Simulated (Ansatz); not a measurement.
`[CH3][GeH2][TeH]` → `[CH3][GeH]` + H₂Te at 700 K and 1 bar (germylene formation by 1,1-elimination).

Gas-phase electronic energies from Ansatz, PBE0-D4/def2-TZVP geometries. CCSD(T)/CBS is the MP2 limit (def2-TZVPP, def2-QZVPP) plus CCSD(T) − MP2 in def2-TZVPP, frozen cores. def2 core potentials past Kr. For Ge, Te outer-core shells are correlated without core-valence functions, which leaves a few kJ/mol of doubt a bond. Scalar relativity is left out up to krypton.

```json
{"species": "`[CH3][GeH2][TeH]`", "CCSD(T)/CBS energy (Eh)": "-2385.52242", "H − E (kJ/mol)": "224.7", "S (J/(mol·K))": "452.7"}
{"species": "`[CH3][GeH]`", "CCSD(T)/CBS energy (Eh)": "-2116.52215", "H − E (kJ/mol)": "151.1", "S (J/(mol·K))": "334.8"}
{"species": "H₂Te", "CCSD(T)/CBS energy (Eh)": "-268.91024", "H − E (kJ/mol)": "57.2", "S (J/(mol·K))": "261.6"}
```

H − E and S are ideal-gas, rigid-rotor, harmonic terms from PBE0-D4/def2-TZVP, for one conformer and one mirror image of each species. 1 Eh = 2625.50 kJ/mol, R = 8.31446 J/(mol·K).

Task: By hand: ΔE, ΔH, ΔS and ΔG.

Result: ΔE = (-2116.52215) + (-268.91024) − (-2385.52242) = 0.09003 Eh = 236.4 kJ/mol. Δ(H − E) = 151.1 + 57.2 − 224.7 = -16.4, so ΔH = 220.0 kJ/mol. ΔS = 334.8 + 261.6 − 452.7 = 143.7 J/(mol·K). ΔG = 220.0 − 700 × (143.7)/1000 = 119.4 kJ/mol.

Task: By hand: the equilibrium constant, and the temperature at which ΔG would vanish if ΔH and ΔS stayed fixed.

Result: log₁₀ K = −ΔG/(RT ln 10) = -8.9. ΔG = 0 at ΔH/ΔS = 1531 K.

The number of gas molecules changes by +1, which sets the sign of ΔS. A doubt of 5 kJ/mol in ΔE shifts log₁₀ K by 0.4 here. Other conformers and mirror images would add mixing entropy, several J/(mol·K) or more a flexible species. These are equilibria of isolated gas molecules and say nothing of rates. Largest T1 diagnostic: 0.011 (customary marks: 0.02 for closed shells, 0.045 for open ones).
